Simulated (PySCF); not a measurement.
## Name the molecule from its bond curve

A diatomic of charge 0 contains Br. Its singlet curve at RHF-SCS-MP2 in a double-zeta basis (no relativity, PySCF), in eV from the separated fragments:

| R (Å) | E (eV) |
| --- | --- |
| 2.164 | -2.828 |
| 2.264 | -3.187 |
| 2.365 | -3.390 |
| 2.441 | -3.469 |
| 2.516 | -3.500 |
| 2.591 | -3.496 |
| 2.692 | -3.449 |
| 2.818 | -3.345 |
| 2.969 | -3.177 |
| 3.170 | -2.917 |

The fit gives ωe = 295 cm⁻¹ and the rotational constant Bₑ = 0.1464 cm⁻¹.

**Question.** Which atom is the partner?

**Answer.** The minimum lies at 2.543 Å, so the reduced mass is 16.8576 u Å² cm⁻¹/(Bₑ·Re²) = 17.81 u. With Br at 78.92 u the partner weighs about 23.0 u: Na. The molecule is NaBr.

Correlated steps freeze 10 core orbitals.
